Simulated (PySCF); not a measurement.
HLiO, singlet, geometry from GFN2-xTB (such geometries of metal compounds can be far from the true shape); PBE/6-31G, polarisability by finite fields (PySCF).

Input for PySCF:
```python
from pyscf import gto, scf, dft

mol = gto.M(
    atom='''
Li   -0.000000   -0.000000   -1.222441
O     0.000000    0.000000    0.302063
H     0.000000    0.000000    1.250820
''',
    basis='6-31g',
    charge=0,
    spin=0,
    verbose=4,
)

mf = dft.RKS(mol)
mf.xc = 'pbe'
mf.conv_tol = 1e-11
mf.kernel()
h0, z, done = mf.get_hcore(), mol.intor('int1e_r')[2], []
def energy(F):
    f = mf.copy()
    f.scf_summary = {}
    f.get_hcore = lambda *a: h0 + F * z
    e = f.kernel(mf.make_rdm1())
    done.append(f.converged)
    return e
F = 2e-4
alpha = -(energy(F) + energy(-F) - 2 * mf.e_tot) / F**2
print('alpha_zz =', alpha)
```

What the program printed (banner, timings and long lists left out):

```
PySCF version 2.14.0

[INPUT] verbose = 4
[INPUT] num. atoms = 3
[INPUT] num. electrons = 12
[INPUT] charge = 0
[INPUT] spin (= nelec alpha-beta = 2S) = 0
[INPUT] symmetry False subgroup None
[INPUT] Mole.unit = angstrom
[INPUT] Symbol           X                Y                Z      unit          X                Y                Z       unit  Magmom
[...]
nuclear repulsion = 13.434689665396
number of shells = 12
number of NR pGTOs = 48
number of NR cGTOs = 20
basis = 6-31g
ecp = {}

******** <class 'pyscf.dft.rks.RKS'> ********
method = RKS
initial guess = minao
damping factor = 0
level_shift factor = 0
DIIS = <class 'pyscf.scf.diis.CDIIS'>
diis_start_cycle = 1
diis_space = 8
diis_damp = 0
SCF conv_tol = 1e-11
SCF conv_tol_grad = None
SCF max_cycles = 50
direct_scf = True
direct_scf_tol = 1e-13
XC library pyscf.dft.libxc version 7.1.2
    S. Lehtola, C. Steigemann, M. J. T. Oliveira, and M. A. L. Marques,  SoftwareX 7, 1–5 (2018)
XC functionals = pbe
    J. P. Perdew, K. Burke, and M. Ernzerhof,  Phys. Rev. Lett. 77, 3865 (1996)
    J. P. Perdew, K. Burke, and M. Ernzerhof,  Phys. Rev. Lett. 78, 1396 (1997)
    J. P. Perdew, K. Burke, and M. Ernzerhof,  Phys. Rev. Lett. 77, 3865 (1996)
    J. P. Perdew, K. Burke, and M. Ernzerhof,  Phys. Rev. Lett. 78, 1396 (1997)
radial grids:
    Treutler-Ahlrichs [JCP 102, 346 (1995); DOI:10.1063/1.469408] (M4) radial grids

becke partition: Becke, JCP 88, 2547 (1988); DOI:10.1063/1.454033
pruning grids: <function nwchem_prune>
grids dens level: 3
symmetrized grids: False
atomic radii adjust function: <function treutler_atomic_radii_adjust>
small_rho_cutoff = 0
Set gradient conv threshold to 3.16228e-06
Initial guess from minao.
tot grids = 37616
init E= -83.1632809743873
[...]
cycle= 1 E= -82.9984011913138  delta_E= 0.165  |g|= 1.09  |ddm|= 1.28

WARN: HOMO 0.0206891780268748 == LUMO 0.0206891780268757

cycle= 2 E= -78.607712959889  delta_E= 4.39  |g|= 2.97  |ddm|= 3.31
[...]
cycle= 3 E= -83.1801263806333  delta_E= -4.57  |g|= 0.484  |ddm|= 3.15
[...]
cycle= 4 E= -83.2413167037008  delta_E= -0.0612  |g|= 0.084  |ddm|= 0.548
[...]
cycle= 5 E= -83.2436451122079  delta_E= -0.00233  |g|= 0.00443  |ddm|= 0.122
[...]
cycle= 6 E= -83.2436509732636  delta_E= -5.86e-06  |g|= 0.00205  |ddm|= 0.00819
[...]
cycle= 7 E= -83.2436519356237  delta_E= -9.62e-07  |g|= 0.000295  |ddm|= 0.00141
[...]
cycle= 8 E= -83.2436519544997  delta_E= -1.89e-08  |g|= 1.22e-05  |ddm|= 0.000196
[...]
[...]
converged SCF energy = -83.2436519545314
[...]
[...]
cycle= 2 E= -83.2434053699014  delta_E= 1.48e-06  |g|= 0.00286  |ddm|= 0.00275
[...]
cycle= 3 E= -83.2434071289919  delta_E= -1.76e-06  |g|= 0.000146  |ddm|= 0.00173
[...]
cycle= 4 E= -83.2434071372656  delta_E= -8.27e-09  |g|= 1e-05  |ddm|= 0.000209
[...]
cycle= 5 E= -83.2434071372901  delta_E= -2.46e-11  |g|= 1.73e-07  |ddm|= 7.85e-06
[...]
cycle= 6 E= -83.2434071372902  delta_E= -2.84e-14  |g|= 1.76e-09  |ddm|= 1.48e-07
[...]
Extra cycle  E= -83.2434071372902  delta_E= -2.84e-14  |g|= 3.08e-09  |ddm|= 5.4e-09
converged SCF energy = -83.2434071372902

******** <class 'pyscf.dft.rks.RKS'> ********
method = RKS
initial guess = minao
damping factor = 0
level_shift factor = 0
DIIS = <class 'pyscf.scf.diis.CDIIS'>
diis_start_cycle = 1
diis_space = 8
diis_damp = 0
SCF conv_tol = 1e-11
SCF conv_tol_grad = None
SCF max_cycles = 50
direct_scf = True
direct_scf_tol = 1e-13
XC library pyscf.dft.libxc version 7.1.2
    S. Lehtola, C. Steigemann, M. J. T. Oliveira, and M. A. L. Marques,  SoftwareX 7, 1–5 (2018)
XC functionals = pbe
    J. P. Perdew, K. Burke, and M. Ernzerhof,  Phys. Rev. Lett. 77, 3865 (1996)
    J. P. Perdew, K. Burke, and M. Ernzerhof,  Phys. Rev. Lett. 78, 1396 (1997)
    J. P. Perdew, K. Burke, and M. Ernzerhof,  Phys. Rev. Lett. 77, 3865 (1996)
    J. P. Perdew, K. Burke, and M. Ernzerhof,  Phys. Rev. Lett. 78, 1396 (1997)
radial grids:
    Treutler-Ahlrichs [JCP 102, 346 (1995); DOI:10.1063/1.469408] (M4) radial grids

becke partition: Becke, JCP 88, 2547 (1988); DOI:10.1063/1.454033
pruning grids: <function nwchem_prune>
grids dens level: 3
symmetrized grids: False
atomic radii adjust function: <function treutler_atomic_radii_adjust>
small_rho_cutoff = 0
Set gradient conv threshold to 3.16228e-06
init E= -83.2438971561924
[...]
cycle= 1 E= -83.2438972602686  delta_E= -1.04e-07  |g|= 0.000984  |ddm|= 0.00281
[...]
cycle= 2 E= -83.2438958156851  delta_E= 1.44e-06  |g|= 0.00282  |ddm|= 0.00272
[...]
cycle= 3 E= -83.2438975323067  delta_E= -1.72e-06  |g|= 0.000143  |ddm|= 0.00171
[...]
cycle= 4 E= -83.2438975402784  delta_E= -7.97e-09  |g|= 1e-05  |ddm|= 0.000207
[...]
cycle= 5 E= -83.243897540303  delta_E= -2.46e-11  |g|= 1.36e-07  |ddm|= 7.82e-06
[...]
cycle= 6 E= -83.2438975403029  delta_E= 5.68e-14  |g|= 2.88e-09  |ddm|= 1.29e-07
[...]
Extra cycle  E= -83.2438975403029  delta_E=    0  |g|= 6.83e-09  |ddm|= 7.22e-09
converged SCF energy = -83.2438975403029
alpha_zz = 19.213256052807992
```
